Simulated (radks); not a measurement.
Results of a calculation; reference values are marked as such.
Q: Fe11+, 15 electrons, occupied as [Ne] 3s2 3p3 (the NIST ground configuration). Level of theory: Dirac Kohn-Sham, PBEsol, spin-unpolarised, spherical densities, finite nucleus; open shells fill j = l - 1/2 first; Fermi nuclear charge, rms radius 3.7377 fm (a radial shooting solver on a logarithmic mesh with Libxc functionals). Some entries of the table are withheld. Estimate them.

orbital,occ.,eigenvalue (hartree),r(max) (bohr)
1s1/2,2,(1),0.03829
2s1/2,2,-41.08630,0.2221
2p1/2,2,(2),(3)
2p3/2,4,(4),(5)
3s1/2,2,-12.69994,0.6554
3p1/2,2,-11.43910,(6)
3p3/2,1,-11.35461,(7)

A: 
(1) 1s1/2 eigenvalue (hartree): -268.1162
(2) 2p1/2 eigenvalue (hartree): -37.00975
(3) 2p1/2 r(max) (bohr): 0.1777
(4) 2p3/2 eigenvalue (hartree): -36.54641
(5) 2p3/2 r(max) (bohr): 0.1801
(6) 3p1/2 r(max) (bohr): 0.6454
(7) 3p3/2 r(max) (bohr): 0.6506
